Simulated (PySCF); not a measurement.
**Computed properties of (3S)-3-sulfanylbutan-2-one (C₄H₈OS), SMILES CC(=O)[C@H](C)S**

(3S)-3-sulfanylbutan-2-one (C4H8OS), SMILES CC(=O)[C@H](C)S. Geometry: B3LYP-D3(BJ)/def2-SVP. One conformer was computed; it need not be the lowest. All values are computed for the isolated molecule unless a solvent is named; none is compared with measurement here.

**Structure.** All 36 harmonic modes at B3LYP-D3(BJ)/def2-SVP (PySCF) are real, so it is a minimum. With heavy atoms numbered as in [CH3:1][C:2](=[O:3])[C@H:4]([CH3:5])[SH:6], the shortest bond between them is C2–O3 at 1.210 Å and the longest C4–S6 at 1.849 Å.

**Vibrations.** The strongest infrared lines (harmonic, unscaled, degenerate partners summed) lie at 1830 cm⁻¹ (179 km/mol, C 62 %, O 36 %), 1368 cm⁻¹ (54 km/mol, H 68 %, C 32 %), 1242 cm⁻¹ (52 km/mol, C 68 %, H 31 %). The softest mode is at 52 cm⁻¹ and the zero-point energy is 70.1 kcal/mol.

**Electronic structure.** ωB97X/def2-TZVP (PySCF) places the frontier levels at -9.36 and 1.45 eV, a gap of 10.81 eV, and gives a dipole moment of 3.44 D and a mean polarisability of 68.7 bohr³. PBE/def2-TZVP (PySCF) at the same geometry gives -5.54 and -1.95 eV, so its gap is 7.22 eV narrower. An orbital gap is neither the optical nor the fundamental gap.

**Excitations.** TDA-M06-2X/def2-SVPD (PySCF) has S1 at 4.09 eV (303 nm, f = 0.003, weak); the most intense of the 10 singlets computed lies at 8.03 eV (f = 0.09). T1 (TDA) is at 3.61 eV, 0.48 eV under S1. TDA-PBE/def2-SVPD (PySCF) puts S1 at 3.82 eV. No vertical singlet excitation falls in the visible range (under 3.1 eV).

**NMR.** GIAO shifts at PBE0/pcSseg-1 (PySCF) (non-relativistic, atoms alike by connectivity averaged): ¹³C from 24.0 to 210.7 ppm against TMS; ¹H from 1.8 to 3.0 ppm against TMS.
